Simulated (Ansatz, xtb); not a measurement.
**GaH3InNS: which of two structures lies lower**

Structure a: a singlet given by its coordinates. Structure b: a singlet given by its coordinates. Both are isolated molecules in the gas phase, relaxed with r2SCAN-D4/def2-SVP.

a (Å):

```xyz
7

Ga    1.1888    1.5918    0.0582
In   -1.6249    1.0670    1.7219
N    -0.4182    0.7959   -0.0663
S     0.7870    3.1571    1.6616
H     1.9048    2.9608    2.3978
H    -0.5887    0.0965   -0.7920
H     2.6006    1.4213   -0.5624
```

Close contacts (Å): Ga1–In2 3.31, Ga1–N3 1.80, Ga1–S4 2.28, In2–N3 2.17, In2–S4 3.19, Ga1–H7 1.55, N3–H6 1.02, S4–H5 1.35.

b (Å):

```yaml
atoms:
  - { symbol: Ga, position_ang: [-0.2757, 0.6144, -0.2614] }
  - { symbol: In, position_ang: [1.6844, -1.6244, 0.9493] }
  - { symbol: N, position_ang: [-0.7350, -1.1821, 0.2466] }
  - { symbol: S, position_ang: [1.8345, 0.5130, -0.6207] }
  - { symbol: H, position_ang: [-1.5845, -1.3583, 0.7877] }
  - { symbol: H, position_ang: [-0.7743, -1.8110, -0.5598] }
  - { symbol: H, position_ang: [-1.3362, 1.7440, -0.1400] }
```

Close contacts (Å): Ga1–In2 3.21, Ga1–N3 1.92, Ga1–S4 2.14, In2–N3 2.56, In2–S4 2.66, Ga1–H7 1.55, N3–H5 1.02, N3–H6 1.02.

Problem. Which of the two would you expect CCSD(T)/def2-SVP + ΔMP2/def2-TZVPP electronic energies to favour?

Solution. Structure b; the calculation gives E(b) − E(a) = −21.0 kcal/mol.

How the difference moves with the method:

```csv
level,geometry,E(b) − E(a) (kcal/mol),departure from the last row (kcal/mol),"job, with rough time for the two"
r2SCAN-D4/def2-SVP,r2SCAN-D4/def2-SVP,−24.1,−3.1,"optimisation, 67 s"
HF/def2-SVP,r2SCAN-D4/def2-SVP,−25.2,−4.2,part of the CCSD(T) run
MP2/def2-SVP,r2SCAN-D4/def2-SVP,−22.1,−1.1,part of the CCSD(T) run
CCSD(T)/def2-SVP,r2SCAN-D4/def2-SVP,−22.2,−1.2,single point
CCSD(T)/def2-SVP + ΔMP2/def2-TZVPP,r2SCAN-D4/def2-SVP,−21.0,,"single point, 23 s"
```

None of the levels shown reverses the order. The largest departure from CCSD(T)/def2-SVP + ΔMP2/def2-TZVPP is that of HF/def2-SVP, 4.2 kcal/mol. Levels run at GFN2-xTB geometries aren't shown. The last row adds to CCSD(T) the change of the MP2 difference between the two basis sets, here +1.2 kcal/mol.

With harmonic frequencies from r2SCAN-D4/def2-SVP (ideal gas, rigid rotor, one conformer each, 298.15 K, 1 atm): the zero-point term adds +2.5 kcal/mol; ΔH is −18.7 and ΔG −18.0 kcal/mol.

The correlated steps freeze 19 core orbitals; the filled d shell of Ga and In is correlated, in a basis made for valence electrons. Atoms past krypton carry core potentials in the def2 sets and no spin–orbit term is included. Codes used: Ansatz 0.2.0; the last row on 2 threads of Intel(R) Xeon(R) 6975P-C (Granite Rapids) on a shared host.
